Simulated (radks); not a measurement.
Q: The platinum anion Pt2-, [Hg], held by a Watson sphere: a shell of charge +2.36 at radius R that stands for the Madelung well of a crystal (potential energy -2.36/R inside, -2.36/r outside, in hartree with lengths in bohr). Calculated with a radial shooting solver on a logarithmic mesh with Libxc functionals: scalar-relativistic Kohn-Sham, LDA (Slater exchange, Perdew-Wang correlation), spin-polarised, spherical densities, finite nucleus; Fermi nuclear charge, rms radius of each element as measured or else 0.836 A^(1/3) + 0.57 fm. Response by self-consistent Sternheimer equations with the Hartree and adiabatic LDA kernel, the relativistic mass of each level held fixed and spin-orbit coupling left out. The sphere does not respond.

| R (bohr) | e(5p) (eV) | e(6s) (eV) | e(5d) (eV) | <r> 5d (bohr) | sum of <r^2> (bohr^2) | X-ray form factor at sin(theta)/lambda = 0.2 1/angstrom | alpha (bohr^3) |
|---|---|---|---|---|---|---|---|
| 4.94 | -54.017 | -5.978 | -4.595 | 1.923 | 97.14 | 66.115 | 125.1 |
| 5.32 | -53.566 | -5.467 | -4.112 | 1.935 | 100.4 | 66.126 | 148.7 |
| 5.47 | -53.403 | -5.280 | -3.938 | 1.939 | 101.6 | 66.130 | 159.3 |
| 5.57 | -53.298 | -5.160 | -3.827 | 1.942 | 102.5 | 66.133 | 166.7 |

Estimate the row for R = 6.43 bohr.

A: e(5p) (eV) -52.520; e(6s) (eV) -4.269; e(5d) (eV) -3.009; <r> 5d (bohr) 1.966; sum of <r^2> (bohr^2) 110.0; X-ray form factor at sin(theta)/lambda = 0.2 1/angstrom 66.151; alpha (bohr^3) 249.5.
